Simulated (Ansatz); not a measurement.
Problem. Name a neutral molecule of C, Sb and H with LUMO energy (PBE/def2-TZVPP) between -1.15 and -0.85 eV and zero-point energy (PBE0-D4/def2-TZVP) between 197 and 213 kJ/mol (Ansatz, PBE0-D4/def2-TZVP geometry).

Solution. `C[CH2][SbH2]` (-0.94 eV, 206.4 kJ/mol). Other molecules can fit too; these were computed, each in one conformer that needn't be the lowest.
